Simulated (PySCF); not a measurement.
# How methods differ on the excitation energy of Cu

Cu [Ar] 3d10 4s1 (2S) → Cu [Ar] 3d9 4s2 (2D), as a difference of total energies. Calculation: PySCF 2.14, in aug-cc-pwCVTZ-DK with one added diffuse shell each of s, p, d, f, g type (11s10p8d5f4g, 152 functions); the spin-free X2C one-electron Hamiltonian (Gaussian nucleus). Correlated levels: valence: [Ar] frozen; valence and next inner shell: [Ne] frozen; nothing frozen. The calculations carry no spin-orbit coupling.

```
                                method  excitation energy (cm⁻¹)
                                   UHF                   -1946.8
                                   LDA                     16900
                                   PBE                     14710
                                  PBE0                     11136
                                r2SCAN                     11936
                         MP2 (valence)                     18278
                     SCS-MP2 (valence)                     14344
    MP2 (valence and next inner shell)                     22755
SCS-MP2 (valence and next inner shell)                     17946
                   MP2 (all electrons)                     22880
               SCS-MP2 (all electrons)                     18010
```

Which method comes closest to the reference value, and which is furthest?

The reference is 12020 cm⁻¹ (measured; NIST levels, between the centres of gravity of the two terms). Closest: r2SCAN (error -83.550 cm⁻¹); furthest: UHF (error -13966 cm⁻¹).
